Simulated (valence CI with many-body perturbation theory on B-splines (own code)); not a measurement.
Pr³⁸⁺: what the settings do

Computed by valence CI with perturbative core correlation (CI+MBPT): three valence electrons over a frozen Dirac-Fock core [Ar], radial functions for each j: 6 s, 6 p, 5 d, 5 f, 1 g, with the one-electron correlation potential Σ1, the two-electron term Σ2, the three-electron term Σ3, Breit, model QED; selected CI, second order for the rest, scaled by the run's own slope (own B-spline code, finite nucleus).

No measured spectrum was set against this ion. As an estimate, large intervals hold to a few tenths of a per cent, small ones and those within an open d or f shell to about a per cent. Only levels of the ground parity were solved; by the run's estimate the other parity begins above the list, which can be wrong where configurations are misplaced.

The reference run has the lowest level (3d3/2^3) J=3/2 and an ionisation energy of 2729.68 eV. Its largest variational space holds 2233 state functions.

Levels are named by their leading jj configuration (3d3/2^4 stands for four electrons in 3d with j = 3/2), which in mixed levels can hold well under half, so a name can repeat and another be missing. Letters in brackets count levels of one name in rising energy.

Changed runs:
A. cutoff of virtual states (hartree) 6962 → 5580; orbitals per symmetry with explicit Σ2 and valence Breit (the others get mean screening factors) 5 → 7
B. size limit of the variational space 10000 → 3000; core polarisation of operators on → off
C. scale of Σ1 1 → 0
D. start configuration 3d3 → 4d3 (bad on purpose)

Excitation energies of the reference run in cm⁻¹, and shifts in cm⁻¹:

```tsv
Level	Reference	A	B	C
(3d3/2^2 3d5/2) J=5/2 [a]	151930	+7.8	0	-1051
(3d3/2^2 3d5/2) J=3/2	196785	+1.7	0	-1025
(3d3/2^2 3d5/2) J=7/2	206474	+1.0	0	-1172
(3d3/2^2 3d5/2) J=9/2	216505	-4.5	0	-1106
(3d3/2^2 3d5/2) J=1/2	225339	+0.5	0	-1090
(3d3/2^2 3d5/2) J=5/2 [b]	336891	-1.3	0	-1448
(3d3/2 3d5/2^2) J=7/2 [a]	363554	+1.5	0	-2097
(3d3/2 3d5/2^2) J=9/2	384446	+2.0	0	-2186
(3d3/2 3d5/2^2) J=3/2 [a]	415960	+0.6	0	-2195
(3d3/2 3d5/2^2) J=1/2	432364	-4.0	0	-2224
(3d3/2 3d5/2^2) J=11/2	445815	-8.3	0	-2224
(3d3/2 3d5/2^2) J=5/2 [a]	461096	-6.5	0	-2084
Ionisation energy (eV)	2729.68	+0.00089	0	-2.63
```

No effect on these energies: B.

Run D: It gave no result: the start configuration must fill the lowest shells above the core. The program said: "4d is not the lowest shell of its kind above the core".
